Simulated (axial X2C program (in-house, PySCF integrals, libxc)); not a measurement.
Potential curves of Ga₂⁻, two-component

Computed with an in-house relativistic program for diatomic molecules. Two-component (2c) means X2C with spin–orbit coupling and atomic mean-field two-electron Coulomb terms, the Gaunt term switched off. Basis: Ga dyall-av3z [10s10p8d2f] (cores contracted in-house); Gaussian nuclei, density fitting, unrestricted open shells. Masses: Ga 68.926 u.

State: Ω = 3/2 (⟨Sz⟩ = 1.50, ⟨Lz⟩ = 0.00 at PBE0). Energies in eV from the lowest point of each curve. Fits are polynomials in 1 − R0/R over 0.85 to 1.23 times the lowest point R0.

| R (Å) | PBE0 |
| --- | --- |
| 2.1872 | 0.3965 |
| 2.2877 | 0.1617 |
| 2.3632 | 0.0625 |
| 2.4386 | 0.0126 |
| 2.5140 | 0.0000 |
| 2.6020 | 0.0206 |
| 2.6900 | 0.0688 |
| 2.8031 | 0.1583 |
| 2.9414 | 0.2937 |
| 3.1425 | 0.5137 |

Occupations by symmetry block were frozen at the best pattern of an incomplete PBE0 search. Density functionals use the spin component along the axis (collinear). PBE0 can misorder states that lie within some tenths of an eV, so this need not be the ground state of the molecule. The nearest other 2c determinant of the search, Ω = 1/2, lies 0.26 eV up at the distance of the search. With several unpaired electrons one determinant need not be a pure state. The highest occupied level of some functionals is positive through self-interaction error; at Hartree–Fock it is bound. This is the top spin component of a Σ state; components of lower Ω are not single determinants and can lie lower.

What are Re and ωe at the PBE0 level?

At PBE0, 2c: Re = 2.506 Å, ωe ≈ 200 cm⁻¹; Be follows as 0.0779 cm⁻¹.
